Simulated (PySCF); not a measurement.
Cards and structures have been mixed up. Pair them.

Structures:
1. `BOBOC(C)C`
2. `CC[N]([GeH3])[GeH3]`
3. `CCC[SiH]1C=CC=C1`
4. `Fc1ccc(O)cc1`
5. `C#C[C@@]1(C2CCC2)CS1`

Card P (geometry PBE0-D3(BJ)/def2-SVP):
- Rotational constants A, B, C: 4.703, 1.576, 1.393 GHz
- Static isotropic polarisability (wB97X-D/def2-SVPD): 73.8 au
- Lowest triplet excitation (Tamm–Dancoff) (TDA wB97X-D/def2-SVPD): 5.50 eV
- 13C chemical shifts (computed TMS as zero) by class (GIAO KT3/pcSseg-1): 66.6 (1 C), 25.6 (2 C) ppm
- Point group: C1
- HOMO energy (wB97X-D/def2-SVPD): -10.22 eV
- Core binding energies (ΔSCF SCAN, pcX-2 on the ionised atom, pcseg-1 elsewhere, spin-free X2C): B1s 197.2, B1s 197.4, C1s 290.8 (×2), C1s 292.4, O1s 538.4, O1s 539.1 eV

Card Q (geometry PBE0-D3(BJ)/def2-SVP):
- Rotational constants A, B, C: 5.653, 1.457, 1.159 GHz
- Static isotropic polarisability (wB97X-D/def2-SVPD): 72.7 au
- Lowest triplet excitation (Tamm–Dancoff) (TDA wB97X-D/def2-SVPD): 4.01 eV
- Lowest singlet excitation (TDDFT wB97X-D/def2-SVPD): 5.00 eV (248 nm, f = 0.053)
- Strongest line among the 10 lowest singlet transitions (TDDFT wB97X-D/def2-SVPD): S4 at 7.01 eV (177 nm, f = 0.608)
- Isotropic shieldings of nuclei other than C and H, by class (GIAO PBE0/pcSseg-1): 216 (1 O), 303 (1 F) ppm
- Point group: Cs

Card R (geometry PBE0-D3(BJ)/def2-SVP):
* Rotational constants A, B, C: 2.267, 1.153, 0.822 GHz
* Static isotropic polarisability (wB97X-D/def2-SVPD): 94.7 au
* Largest of the computed one-bond spin–spin couplings (means over like bonds) (B3LYP/pcJ-1 (pcSseg-1 on Ge), spin–dipole term left out for some pairs): 13C–1H +138.8 (×2), 13C–1H +132.0 (×3), 13C–13C +38.5, 15N–13C -5.6 Hz
* Core binding energies (ΔSCF SCAN, pcX-2 on the ionised atom, pcseg-1 elsewhere, spin-free X2C): C1s 290.5, C1s 291.4, N1s 403.5 eV
* HOMO energy (wB97X-D/def2-SVPD): -8.38 eV

Card S (geometry PBE0-D3(BJ)/def2-SVP):
* Rotational constants A, B, C: 4.261, 0.847, 0.777 GHz
* Static isotropic polarisability (wB97X-D/def2-SVPD): 106.9 au
* 13C chemical shifts (computed TMS as zero) by class (GIAO KT3/pcSseg-1): 143.7 (2 C), 122.5 (2 C), 26.1 (1 C), 21.6 (1 C), 17.1 (1 C) ppm
* Dipole moment (wB97X-D/def2-SVPD): 0.61 D
* Isotropic shieldings of nuclei other than C and H, by class (GIAO KT3/pcSseg-1): 383 (1 Si) ppm
* Point group: C1

Card T (geometry PBE0-D3(BJ)/def2-SVP):
* Rotational constants A, B, C: 1.990, 1.174, 0.899 GHz
* Static isotropic polarisability (wB97X-D/def2-SVPD): 107.9 au
* Point group: C1
* Dipole moment (wB97X-D/def2-SVPD): 1.78 D
* HOMO energy (wB97X-D/def2-SVPD): -8.55 eV

Each SMILES stands for a single optimised conformer of the isolated species, non-relativistic unless stated. Electronic properties by PySCF. NMR classes are plain means over equivalent atoms (diastereotopic ones count apart unless rotation or inversion swaps them), as if these changed places fast.

**Question.** Which card belongs to which structure?

**Answer.** P = 1, Q = 4, R = 2, S = 3, T = 5. What ties each card to its structure:
- 1 (card P), C3H10B2O2, monoisotopic mass 100.1 u, 7 heavy atoms: 3 C in 2 classes; core lines of B, C and O; the least shielded carbon (66.6 ppm) is an sp3 carbon bound to oxygen; an asymmetric top with C = 1.393 GHz, the highest such constant on the cards; polarisability 73.8 au for 54 electrons.
- 2 (card R), C2H11Ge2N, monoisotopic mass 196.9 u, 5 heavy atoms: core lines of C and N; an asymmetric top with C = 0.822 GHz; polarisability 94.7 au for 94 electrons.
- 3 (card S), C7H12Si, monoisotopic mass 124.1 u, 8 heavy atoms: 7 C in 5 classes; the least shielded carbon (143.7 ppm) is an alkene CH carbon; an asymmetric top with C = 0.777 GHz, the lowest such constant on the cards; polarisability 106.9 au for 68 electrons; dipole 0.61 D.
- 4 (card Q), C6H5FO, monoisotopic mass 112.0 u, 8 heavy atoms: an asymmetric top with C = 1.159 GHz; polarisability 72.7 au for 58 electrons, the smallest shown.
- 5 (card T), C8H10S, monoisotopic mass 138.1 u, 9 heavy atoms: an asymmetric top with C = 0.899 GHz; polarisability 107.9 au for 74 electrons, the largest shown; dipole 1.78 D.
